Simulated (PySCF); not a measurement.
Calculation: PBE-D3(BJ)/def2-TZVP // CAM-B3LYP-D3(BJ)/def2-TZVP (PySCF 2.14.0). Isolated molecules, 0 K electronic values unless said otherwise. Excitations are Tamm–Dancoff values on a coarser integration grid. The basis has no diffuse functions, so Rydberg states are missing or too high.

Reference species (SMILES): `B=NB` (neutral, multiplicity 1).

```
Item                  Result
-------------------  -------
T1 excitation (TDA)  3.70 eV
S1–T1 gap (TDA)      0.34 eV
```

Changed species: `B=BN`.

### Question
What does the change do to the T1 excitation (TDA) and S1–T1 gap (TDA)?

### Answer
the T1 excitation (TDA) falls by 0.17 eV, to 3.53 eV; the S1–T1 gap (TDA) drops by 3.36 eV, to -3.02 eV.
